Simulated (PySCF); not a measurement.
**State search for GeO⁺**

Unrestricted PBE0; Ge def2-TZVPPD, O def2-TZVPPD; no relativity (PySCF 2.14). Outer shells of the fragments: Ge+ 3d10 4s2 4p1; O 2s2 2p4.

Followed along the bond (rough minima from three points):

```tsv
2Ms+1	unpaired	⟨S²⟩ at the start	R at minimum (Å)	Te (eV)
2	π ↑	0.76	1.78	0.00
2	σ ↑	0.77	1.65	0.22
4	σ ↑, π ↑↑	3.76	none in the scan	≤ 3.59
```

Solutions found at the starting distance of 1.860 Å, counted from the lowest of them; the search is not exhaustive and high or unbound solutions are not listed, so other states can lie among these:

| 2Ms+1 | unpaired | term | E (eV) | ⟨S²⟩ | ⟨Lz²⟩ | μ (D) |
| --- | --- | --- | --- | --- | --- | --- |
| 2 | π ↑ | ²Π | 0.00 | 0.76 | 1.02 | -2.40 |
| 2 | σ ↑ | ²Σ⁺ | 0.71 | 0.77 | 0.00 | -3.45 |
| 4 | σ ↑, π ↑↑ | mixed | 3.55 | 3.76 | 2.01 | -0.95 |
| 4 | σ ↑, π ↑↑ | mixed | 3.78 | 3.76 | 2.01 | -0.93 |
| 2 | σ ↑, π ↑↓ | mixed | 4.20 | 1.77 | 2.01 | -0.44 |
| 4 | π ↑↑↑ | ⁴Π | 4.20 | 3.76 | 1.01 | 1.79 |
| 2 | σ ↓, π ↑↑ | mixed | 4.40 | 1.77 | 2.01 | -0.73 |
| 4 | σ ↑↑, π ↑ | ⁴Π | 6.61 | 3.76 | 1.01 | -0.09 |
| 4 | σ ↑, π ↑↑ | ⁴Σ⁻ | 7.08 | 3.76 | 0.00 | 2.05 |

A term symbol is given only where ⟨S²⟩ and ⟨Lz²⟩ are close to those of a pure state; real π, δ and φ orbitals otherwise mix terms. A positive dipole points towards O; it is taken about the centre of mass and depends on that origin.

Task: Compare the gap between the two lowest followed solutions at the starting distance with the gap between their minima.

Result: At PBE0 the second solution (doublet, unpaired electrons σ ↑) lies +0.71 eV from the first (doublet, unpaired electrons π ↑) at 1.860 Å and +0.22 eV at the minima; the two curves relax by different amounts, since their minima lie near 1.65 and 1.78 Å.

Spin–orbit coupling is left out. Counting both spins, an empty level lies below a filled one in some of these solutions, because spin and occupation are held.
